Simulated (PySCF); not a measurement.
Two species compared at the same levels of theory.

First species: C₃H₁₂AlNSi.
SMILES with atom numbers: `[CH3:1][NH:2][Al:3]([CH3:4])[CH2:5][SiH3:6]` (hydrogens: H7, H8, H9 on C1; H10 on N2; H11, H12, H13 on C4; H14, H15 on C5; H16, H17, H18 on Si6)

Geometry (PBE0-D3(BJ)/def2-SVP, Å), atoms numbered from 1 in this order:
```xyz
18
C3H12AlNSi angstrom
C     -2.0134   -1.5815   -0.0641
N     -1.7782   -0.2129   -0.4567
Al    -0.3235    0.7911   -0.2363
C     -0.3174    2.6278   -0.9027
C      1.2235   -0.0196    0.6540
Si     2.3105   -1.0327   -0.4826
H     -2.8552   -1.6886    0.6458
H     -1.1223   -1.9931    0.4359
H     -2.2254   -2.2455   -0.9229
H     -2.5841    0.1896   -0.9265
H     -0.2255    3.3492   -0.0728
H      0.5461    2.8033   -1.5663
H     -1.2288    2.8859   -1.4649
H      1.8405    0.7824    1.0965
H      0.8910   -0.6722    1.4807
H      3.5249   -1.5877    0.1982
H      2.7839   -0.2005   -1.6370
H      1.5444   -2.1877   -1.0520
```

Second species: C5H12AsNO.
SMILES: `C[AsH]CC(=O)N(C)C`

Levels: CAM-B3LYP/def2-SVPD for dipole moment, HOMO energy, LUMO energy, HOMO–LUMO gap, static isotropic polarisability and electronic spatial extent ⟨r²⟩ about the centre of nuclear charge; TDDFT CAM-B3LYP/def2-SVPD for lowest singlet excitation; TDA CAM-B3LYP/def2-SVPD for lowest triplet excitation (Tamm–Dancoff); ΔSCF CAM-B3LYP/def2-SVPD for vertical ionisation energy; PBE0-D3(BJ)/def2-SVP for rotational constant A and rotational constant C. Geometries: PBE0-D3(BJ)/def2-SVP. All species are isolated and taken at one optimised geometry, non-relativistic unless stated. Electronic properties by PySCF.

The conformers computed, where there is a choice (atom-mapped SMILES and torsion angles):
- `[CH3:1][NH:2][Al:3]([CH3:4])[CH2:5][SiH3:6]`: C1–N2–Al3–C4 179°, N2–Al3–C5–Si6 83°
- `[CH3:1][AsH:2][CH2:3][C:4](=[O:5])[N:6]([CH3:7])[CH3:8]`: C1–As2–C3–C4 76°, As2–C3–C4–O5 -8°, C3–C4–N6–C7 3°

Values for the first species:

- Dipole moment: 1.31 D
- HOMO energy: -8.09 eV
- LUMO energy: 0.43 eV
- HOMO–LUMO gap: 8.52 eV
- Lowest singlet excitation: 5.64 eV
- Lowest triplet excitation (Tamm–Dancoff): 5.17 eV
- Static isotropic polarisability: 99.3 au
- Vertical ionisation energy: 8.80 eV
- Electronic spatial extent ⟨r²⟩ about the centre of nuclear charge: 1301 bohr²
- Rotational constant A: 2.254 GHz
- Rotational constant C: 0.967 GHz

(1) Estimate the same properties for the second species, and the change in each.

Results:

(1) 
```
                                                         property       first      second  second less first
                                                    dipole moment      1.31 D      4.12 D            +2.81 D
                                                      HOMO energy    -8.09 eV    -7.97 eV           +0.12 eV
                                                      LUMO energy     0.43 eV     0.97 eV           +0.54 eV
                                                    HOMO–LUMO gap     8.52 eV     8.94 eV           +0.42 eV
                                        lowest singlet excitation     5.64 eV     5.82 eV           +0.18 eV
                         lowest triplet excitation (Tamm–Dancoff)     5.17 eV     5.14 eV           -0.03 eV
                                  static isotropic polarisability     99.3 au    105.9 au            +6.6 au
                                       vertical ionisation energy     8.80 eV     8.75 eV           -0.05 eV
electronic spatial extent ⟨r²⟩ about the centre of nuclear charge  1301 bohr²  1861 bohr²         +560 bohr²
                                            rotational constant A   2.254 GHz   3.211 GHz         +0.957 GHz
                                            rotational constant C   0.967 GHz   0.616 GHz         -0.351 GHz
```

On the first: S1 lies 2.88 eV below the HOMO–LUMO gap; its leading configuration is HOMO→LUMO, weight 0.83. The dipole equals about 4.4 × 10⁻³⁰ C·m (1 D = 3.33564 × 10⁻³⁰ C·m).

On the second: The polarisability is 15.70 Å³ as a volume (1 au = 0.148185 Å³), or 1.18 au for each of the 90 electrons. In wavenumbers S1 is 46900 cm⁻¹ (1 eV = 8065.54 cm⁻¹). The calculation is non-relativistic and has no spin–orbit coupling, an omission that weighs most on arsenic.
